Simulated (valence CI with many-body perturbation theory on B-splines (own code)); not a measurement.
**Ladder of approximations for Al8+**

Calculated by valence CI with perturbative core correlation (CI+MBPT): three valence electrons over a frozen Dirac-Fock core [He], radial functions for each j: 11 s, 11 p, 9 d, 7 f, 5 g, 2 h, 1 i, with the one-electron correlation potential Σ1, the two-electron term Σ2, the three-electron term Σ3, Breit, model QED; selected CI, second order for the rest, scaled by the run's own slope (own B-spline code, finite nucleus).

No measured levels were compared; by estimate levels of excited configurations hold to 0.05 to 0.15 % of their energy, terms of the ground configuration to about 0.5 %.

Each rung adds one term. CI alone is the Dirac-Coulomb CI over the frozen core; QED comes last and gives the full result, which names the levels. Energies are above 2s²2p ²P°_1/2 on the same rung, in eV.

| Level | CI alone | Σ1 | Σ2 | Σ3 | Breit | QED | Full |
| --- | --- | --- | --- | --- | --- | --- | --- |
| 2s²2p ²P°_3/2 | 0.65 | +0.003 | 0.000 | 0.000 | -0.045 | +0.002 | 0.61 |
| 2s2p² ⁴P_1/2 | 18.14 | -0.129 | -0.010 | +0.009 | +0.014 | -0.031 | 17.99 |
| 2s2p² ⁴P_3/2 | 18.37 | -0.128 | -0.010 | +0.009 | -0.001 | -0.030 | 18.21 |
| 2s2p² ⁴P_5/2 | 18.72 | -0.126 | -0.010 | +0.009 | -0.051 | -0.029 | 18.51 |
| 2s2p² ²D_5/2 | 32.46 | -0.122 | -0.055 | -0.017 | -0.035 | -0.030 | 32.20 |
| 2s2p² ²D_3/2 | 32.45 | -0.122 | -0.055 | -0.017 | -0.023 | -0.030 | 32.21 |
| 2s2p² ²S_1/2 | 41.46 | -0.117 | -0.018 | -0.037 | +0.008 | -0.031 | 41.27 |
| 2s2p² ²P_1/2 | 44.35 | -0.126 | -0.243 | -0.032 | +0.005 | -0.032 | 43.92 |
| 2s2p² ²P_3/2 | 44.75 | -0.125 | -0.247 | -0.032 | -0.035 | -0.031 | 44.28 |
| 2p³ ⁴S°_3/2 | 57.74 | -0.261 | -0.245 | -0.022 | -0.009 | -0.064 | 57.14 |
| 2p³ ²D°_5/2 | 65.03 | -0.253 | -0.183 | -0.021 | -0.035 | -0.063 | 64.48 |
| 2p³ ²D°_3/2 | 65.01 | -0.254 | -0.183 | -0.021 | +0.001 | -0.063 | 64.49 |
| 2p³ ²P°_1/2 | 73.07 | -0.241 | -0.184 | -0.028 | +0.007 | -0.062 | 72.56 |
| 2p³ ²P°_3/2 | 73.13 | -0.241 | -0.185 | -0.028 | -0.006 | -0.061 | 72.61 |
| 2s²3s ²S_1/2 | 185.99 | +0.221 | -0.043 | -0.022 | -0.075 | +0.013 | 186.08 |
| 2s²3p ²P°_1/2 | 195.01 | +0.191 | -0.043 | -0.022 | -0.064 | +0.003 | 195.07 |
| 2s²3p ²P°_3/2 | 195.18 | +0.192 | -0.043 | -0.022 | -0.077 | +0.004 | 195.23 |
| 2s²3d ²D_3/2 | 203.50 | +0.229 | -0.050 | -0.022 | -0.087 | +0.005 | 203.58 |
| 2s²3d ²D_5/2 | 203.54 | +0.229 | -0.050 | -0.022 | -0.089 | +0.005 | 203.62 |

The middle columns are the shifts that each term adds.

(1) How does the ionisation energy move along the ladder, and which term matters most?

Results:

(1) CI alone 330.08, + Σ1 330.32, + Σ2 330.27, + Σ3 330.25, + Breit 330.16, + QED 330.17 eV. The largest step is Σ1, 0.24 eV. NIST lists 330.21 ± 0.04 eV (semi-empirical).
